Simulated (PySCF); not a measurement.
Al(H)(Cl)(OEt) (C2H6AlClO), SMILES CC[O][AlH][Cl].

Coordinates come from a ωB97X-D3(BJ)/def2-SVP optimisation. The structure was generated by enumeration; whether it is a known compound was not checked. The values are those of a single conformer.

The numbers are results of PBE/def2-TZVP (PySCF), not measurements.

```json
{
  "total_energy": "-857.35172 hartree",
  "highest_occupied_level": "-6.81 eV",
  "lowest_empty_level": "-1.55 eV",
  "orbital_gap": "5.26 eV",
  "dipole_moment": "1.09 D",
  "quadrupole, principal values (traceless, Buckingham form, about the centre of nuclear charge)": "-6.09, 2.08, 4.00 D·Å",
  "mean_static_polarisability": "67.2 bohr³ (9.95 Å³)",
  "polarisability_principal_values": "56.6, 68.3, 76.6 bohr³"
}
```
